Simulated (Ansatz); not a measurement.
C₃H₅FSi, SMILES `CC1=C(F)[SiH2]1`. Charge 0, multiplicity 1. The geometry is a stationary point of PBE0-D4/def2-TZVP.

```xyz
10

C     0.127    1.211    1.023
C    -0.051    0.057    0.114
C    -0.816   -1.014   -0.040
F    -1.835   -1.536    0.630
Si    0.391   -0.945   -1.361
H     1.140    1.223    1.433
H    -0.005    2.149    0.479
H    -0.583    1.187    1.852
H     0.039   -0.515   -2.739
H     1.592   -1.818   -1.390
```

Problem. What is the dipole moment at ωB97M-V/def2-TZVPP? (Best estimate.)

Solution. Ansatz gave: 1.67 D, with components (1.17, 1.17, -0.23) D in this frame, pointing from negative to positive charge.

Problem. And with PBE, r2SCAN, B3LYP? (An estimate is asked.)

Solution. Ansatz gave: PBE 1.55 D, r2SCAN 1.62 D, B3LYP 1.68 D.

Problem. Give the Mulliken charges with ωB97M-V, r2SCAN, PBE in def2-TZVPP. (Estimate.)

Solution. Computed: 
```json
{"atom": "C1", "ωB97M-V": "-0.29", "r2SCAN": "-0.16", "PBE": "-0.24"}
{"atom": "C2", "ωB97M-V": "-0.08", "r2SCAN": "-0.13", "PBE": "-0.09"}
{"atom": "C3", "ωB97M-V": "0.08", "r2SCAN": "0.13", "PBE": "0.14"}
{"atom": "F4", "ωB97M-V": "-0.19", "r2SCAN": "-0.19", "PBE": "-0.15"}
{"atom": "Si5", "ωB97M-V": "0.20", "r2SCAN": "0.33", "PBE": "0.16"}
{"atom": "H6", "ωB97M-V": "0.11", "r2SCAN": "0.06", "PBE": "0.10"}
{"atom": "H7", "ωB97M-V": "0.11", "r2SCAN": "0.06", "PBE": "0.10"}
{"atom": "H8", "ωB97M-V": "0.12", "r2SCAN": "0.06", "PBE": "0.10"}
{"atom": "H9", "ωB97M-V": "-0.03", "r2SCAN": "-0.08", "PBE": "-0.06"}
{"atom": "H10", "ωB97M-V": "-0.03", "r2SCAN": "-0.08", "PBE": "-0.06"}
```

B3LYP here is the variant with VWN-RPA as its local correlation; programs differ in this.
